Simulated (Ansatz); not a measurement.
Two structures of BH$_{3}$Cl$_{3}$OF, singlet, reached by relaxing down either side of one saddle point (PBE0-D4/def2-TZVP). Energies are electronic, without zero-point energy. Program: Ansatz 0.2.0. Basis: def2-TZVPP and def2-QZVPP. Cores are frozen in the correlated methods. Extrapolation: Hartree–Fock as exp(−7.88 √X), correlation as X^−2.97. First:

B1  (-0.634, 0.346, -0.719)
Cl2  (1.132, 0.292, -1.350)
Cl3  (-1.761, -0.497, -1.848)
Cl4  (-1.101, 1.996, -0.194)
H5  (0.170, -0.396, 1.140)
O6  (-0.644, -0.549, 0.589)
H7  (1.852, 0.266, 0.563)
F8  (1.695, 0.026, 1.472)
H9  (-0.710, -1.484, 0.347)
(Å)

Second:

| atom | x (Å) | y (Å) | z (Å) |
| --- | --- | --- | --- |
| B1 | -1.3075 | 0.2299 | -0.4441 |
| Cl2 | 2.1015 | 0.2066 | -1.3412 |
| Cl3 | -1.9979 | -0.4007 | -1.9197 |
| Cl4 | -1.2949 | 1.9303 | -0.0993 |
| H5 | 0.5525 | -0.1485 | 1.4289 |
| O6 | -0.7915 | -0.6150 | 0.4891 |
| H7 | 2.1239 | 0.2592 | -0.0495 |
| F8 | 1.4188 | 0.0769 | 1.7202 |
| H9 | -0.8048 | -1.5388 | 0.2156 |

Problem. Which bonds change from the first to the second?

Solution. BCl₃ ([Cl][B]([Cl])[Cl]) + H₂O + HF → BHCl₂O ([OH][B]([Cl])[Cl]) + HCl + HF; bonds formed: Cl2–H7, H5–F8; dative contacts that become bonds: B1–O6; bonds broken: B1–Cl2, H5–O6, H7–F8.

Problem. Give the saddle point's structure and its height above each. (Judge from chemistry; the value comes from the calculation.)

Solution. By the calculation: 0.632 eV above the first and 0.823 eV above the second (CCSD(T) at an estimated basis limit (MP2 extrapolated from triple and quadruple zeta, plus CCSD(T) − MP2 in triple zeta)).
```
atom    x (Å)    y (Å)    z (Å)
  B1  -0.7440   0.3054  -0.5763
 Cl2   1.3202   0.3851  -1.1981
 Cl3  -1.5947  -0.5250  -1.9080
 Cl4  -1.1609   1.9936  -0.2193
  H5   0.4590  -0.3244   1.2132
  O6  -0.6400  -0.5079   0.6236
  H7   1.6641   0.1964   0.2254
  F8   1.5045  -0.0867   1.4140
  H9  -0.8082  -1.4367   0.4255
```

The T1 diagnostic stays at or below 0.011.

Labels in which every atom is bracketed show which atoms are joined, not bond orders.

For scale, one of the runs: CCSD(T)/def2-TZVPP, 261 basis functions, launched by `ansatz run in.yaml --threads 8 --pin off --events-out ev --progress --plain --max-ram 19148MiB`. Time: 2.8 min of wall clock on 8 CPU threads of an Arm Neoverse V2; the host was shared. Peak host memory: 6.3 GiB.
